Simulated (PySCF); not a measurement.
## Correlation energy of F(3+) (fluorine, charge +3)

[He] 2s2 2p2, high-spin 3P determinant. Calculation: PySCF 2.14, in def2-TZVPPD (6s4p3d1f, 40 functions); the non-relativistic Hamiltonian (point nucleus). Frozen: nothing; 6 electrons correlated.

```
  level  correlation energy (mhartree)
   CCSD                        -116.39
    (T)                          -1.21
CCSD(T)                        -117.60
  CCSDT                        -117.81
```

Diagnostics: T1 = 0.0030, D1 = 0.0078, largest double amplitude 0.121.

Q: Is a single reference adequate?

A: Mostly. T1 lies below 0.03, but a double amplitude of this size points to a near-degeneracy that CCSD handles and MP2 describes poorly.

This basis was not built for core-valence correlation, so the inner-shell part is incomplete.
